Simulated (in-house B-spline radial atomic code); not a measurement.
The numbers below are computed, except where a source is named.
Weak and strong correlation along the adiabatic connection

Two-electron singlets in several external potentials (atomic units), by full CI in B-splines with partial waves to l = 8 (correlation energies up to 0.6 % small). The repulsion is scaled by λ at fixed density; W(λ) is the mean repulsion less the Hartree energy, W(0) = E_x, and the area under W from 0 to 1 is E_xc.

Relative drop (W(λ) − E_x)/E_x:

```tsv
system	λ = 0.12	λ = 0.25	λ = 0.4	λ = 0.6	λ = 0.8	λ = 1
−Z exp(−kr)/r, Z = 8.89, k = 3.69	0.0025	0.0051	0.0081	0.0121	0.0159	0.0197
−V exp(−r²/w²), V = 0.605, w = 6.8	0.0441	0.0821	0.1165	0.1516	0.1781	0.1989
−V exp(−r²/w²), V = 1.26, w = 8.91	0.0401	0.0753	0.1081	0.1420	0.1682	0.1890
ω²r²/2 − Z/r, ω = 0.479, Z = -1	0.0320	0.0619	0.0911	0.1231	0.1489	0.1701
−Z/r, Z = 1.2	0.0233	0.0459	0.0689	0.0954	0.1181	0.1376
ω²r²/2 − Z/r, ω = 0.166, Z = 1.5	0.0148	0.0297	0.0455	0.0646	0.0819	0.0975
−V exp(−r²/w²), V = 21.9, w = 1.22	0.0070	0.0143	0.0224	0.0327	0.0425	0.0517
```

(1) Order the systems by how far second-order (GL2) theory, half the initial slope (estimated from the first points of each curve), overshoots the correlation energy, least first.
A. −V exp(−r²/w²), V = 1.26, w = 8.91
B. −V exp(−r²/w²), V = 21.9, w = 1.22
C. −Z/r, Z = 1.2
D. ω²r²/2 − Z/r, ω = 0.479, Z = -1
E. −V exp(−r²/w²), V = 0.605, w = 6.8
F. ω²r²/2 − Z/r, ω = 0.166, Z = 1.5
G. −Z exp(−kr)/r, Z = 8.89, k = 3.69

(2) What else changes along this order?

## Answers

(1) G (GL2/E_c = 1.03), B (GL2/E_c = 1.10), F (GL2/E_c = 1.20), C (GL2/E_c = 1.32), D (GL2/E_c = 1.43), A (GL2/E_c = 1.59), E (GL2/E_c = 1.66).

(2) The ratio follows the bend of the curve. With it the leading natural occupation goes from 1.999 to 1.857 and −T_c/E_c from 0.97 to 0.61 between the first and the last.
